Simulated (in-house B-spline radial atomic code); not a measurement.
## Ionising Zr3+ with different functionals

Computed with an all-electron radial atomic-structure program (B-spline basis): scalar-relativistic (spin-free X2C) Hamiltonian, Fermi nucleus of rms radius 4.2694 fm, spin-polarised at highest spin, spherical fractional occupations for the functionals, the average over the highest-spin determinants for Hartree-Fock. The ionisation energy is the difference of two self-consistent energies, [Kr] 4d1 → [Ar] 3d10 4s2 4p6, without Breit or QED terms; ε is the level of the shell that loses the electron (its least bound occupied spin orbital). There is no spin-orbit coupling in this Hamiltonian.

Hybrids are left out here: with spherical fractional occupations of an open shell their exact exchange keeps a self-interaction that integer-occupation calculations don't have.

| method | rung | ΔSCF (eV) | -ε(4d) (eV) |
| --- | --- | --- | --- |
| Hartree-Fock | Hartree-Fock | 33.33 | 33.70 |
| LDA VWN5 | LDA | 34.58 | 28.74 |
| LDA PW92 | LDA | ? | ? |
| LDA exchange-only | LDA | 33.19 | 27.46 |
| PBE | GGA | 34.44 | 28.61 |
| PBEsol | GGA | 34.40 | 28.58 |
| BLYP | GGA | ? | ? |
| RPBE | GGA | 34.41 | 28.57 |
| PW91 | GGA | 34.52 | 28.67 |
| BP86 | GGA | 34.45 | 28.64 |
| AM05 | GGA | 34.37 | 28.54 |
| OLYP | GGA | 34.55 | 28.64 |
| TPSS | meta-GGA | 34.23 | 28.40 |
| SCAN | meta-GGA | 33.86 | 28.24 |
| r2SCAN | meta-GGA | 33.88 | 28.26 |
| M06-L | meta-GGA | 33.74 | 27.92 |
| revTPSS | meta-GGA | 34.13 | 28.32 |

Question: What does LDA PW92 give?

Answer: ΔSCF 34.57 eV, and -ε(4d) = 28.73 eV.

Question: What does BLYP give?

Answer: ΔSCF 34.34 eV, and -ε(4d) = 28.48 eV.

Question: How do they compare with the NIST value?

Answer: NIST lists 34.418 eV (measured, ground level to ground level). Errors run from -1.23 to +0.16 eV; RPBE is closest (-0.01 eV), but part of that can be cancellation, since the calculations leave out spin-orbit coupling, Breit-QED terms, multiplet and fine-structure energies. Hartree-Fock also lacks correlation.
